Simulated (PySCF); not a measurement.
**How methods differ on the excitation energy of O(2+)**

O(2+) [He] 2s2 2p2 (3P) → O(2+) [He] 2s2 2p1 3s1 (3P), as a difference of total energies. All numbers are calculated (PySCF 2.14, no relativity, point nucleus, in aug-cc-pVQZ). Correlated levels: valence: 1s2 frozen. The calculations carry no spin-orbit coupling.

| method | excitation energy (eV) |
| --- | --- |
| UHF | 33.264 |
| LDA | 33.445 |
| PBE0 | 33.407 |
| r2SCAN | 33.963 |
| PBEsol | 33.290 |
| wB97M-V | 33.120 |
| BP86 | 33.328 |
| MP2 (valence) | 33.327 |
| SCS-MP2 (valence) | 33.213 |

Problem. Estimate what PBE gives.

Solution. 33.263 eV, closest to UHF among the rows shown.

Problem. Estimate what HSE06 gives.

Solution. 33.418 eV, closest to PBE0 among the rows shown.

The promoted electron is Rydberg-like, and one or two diffuse shells describe it only roughly, which tends to raise the upper state.
